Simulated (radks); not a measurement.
The numbers below are computed, except where a source is named.
The beryllium ion Be+, configuration [He] 3d1 (not the ground configuration).

Code: a radial shooting solver on a logarithmic mesh with Libxc functionals. Model: scalar-relativistic Kohn-Sham, LDA (Slater exchange, Perdew-Wang correlation), spin-polarised, spherical densities, finite nucleus; open shells are filled with parallel spins first; Fermi nuclear charge, rms radius 2.519 fm.

Energy parts (eV):
part                    energy
total                 -371.992
kinetic                369.272
electron-nucleus      -818.901
Hartree                136.666
exchange-correlation   -59.029

Orbitals (lengths in bohr, moments of r in powers of bohr; r(max) is where P^2 peaks):
orbital	occ.	eigenvalue (eV)	<r^2>	<r^4>	r(max)
1s up	1	-124.7859	0.2407	0.1541	0.2677
1s down	1	-124.7815	0.2405	0.1537	0.2677
2s up	0	-16.6948	5.873	60.66	1.823
2s down	0	-15.8716	5.671	57.00	1.788
2p up	0	-13.0647	6.114	74.52	1.702
2p down	0	-12.2960	5.781	67.95	1.637
3d up	1	-4.4816	31.15	1535	4.546
3d down	0	-3.6244	37.94	2339	4.925
4f up	0	-1.7645	87.64	11800	7.664
4d up	0	-1.7218	136.6	27600	10.64
4d down	0	-1.5006	167.6	41770	11.81
4f down	0	-1.4593	117.9	21370	8.917

The highest occupied level is 3d up at -4.482 eV. The configuration is held as typed, so some empty levels lie below it. The spin density at the nucleus is -0.002908 e/bohr^3 (1s -0.002908). The density falls to 0.001 e/bohr^3 at r = 4.10 bohr. The electron density at the nucleus is 34.1 e/bohr^3 (large components only). Spin moment in Bohr magnetons: 1. Summed over all electrons, <r^2> = 31.63 bohr^2, which gives a Langevin (diamagnetic) susceptibility term of -25.1 x 10^-6 cm^3/mol.
